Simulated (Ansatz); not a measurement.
`FC1([SeH])O[SiH2]1` and `[SeH]C1O[SiH2]1` differ in one atom or group.

Ansatz, PBE0-D4/def2-TZVP geometries, multiplicity 1. Each molecule was computed in one conformer, which needn't be the lowest.

Scalar relativity is left out up to krypton.

```tsv
property	`FC1([SeH])O[SiH2]1`
HOMO energy (ωB97M-V/def2-TZVPP) / eV	-9.01
size of the dipole moment (PBE/def2-TZVPP) / D	2.64
HOMO–LUMO gap (PBE/def2-TZVPP) / eV	3.65
LUMO energy (PBE/def2-TZVPP) / eV	-2.07
HOMO energy (PBE/def2-TZVPP) / eV	-5.72
size of the dipole moment (B3LYP/def2-TZVPP) / D	2.99
```

**Question.** Give the same properties after the change, and the shifts. (An estimate is asked.)

**Answer.** Ansatz gave: 
```json
{"property": "HOMO energy (ωB97M-V/def2-TZVPP) / eV", "`[SeH]C1O[SiH2]1`": "-8.85", "shift": "0.16"}
{"property": "size of the dipole moment (PBE/def2-TZVPP) / D", "`[SeH]C1O[SiH2]1`": "2.20", "shift": "-0.44"}
{"property": "HOMO–LUMO gap (PBE/def2-TZVPP) / eV", "`[SeH]C1O[SiH2]1`": "3.73", "shift": "0.08"}
{"property": "LUMO energy (PBE/def2-TZVPP) / eV", "`[SeH]C1O[SiH2]1`": "-1.85", "shift": "0.22"}
{"property": "HOMO energy (PBE/def2-TZVPP) / eV", "`[SeH]C1O[SiH2]1`": "-5.58", "shift": "0.14"}
{"property": "size of the dipole moment (B3LYP/def2-TZVPP) / D", "`[SeH]C1O[SiH2]1`": "2.45", "shift": "-0.54"}
```

With PBE0 the HOMO rises by 0.17 eV and the LUMO rises by 0.24 eV, so the gap widens by about 0.07 eV. PBE moves the HOMO by 0.14 eV and ωB97M-V by 0.16 eV. Dipoles are sizes alone; their direction can turn.

B3LYP here is the variant with VWN-RPA as its local correlation; programs differ in this.

Spin–orbit coupling is left out; it splits and shifts lone-pair levels of the heavy atoms by tenths of an eV.
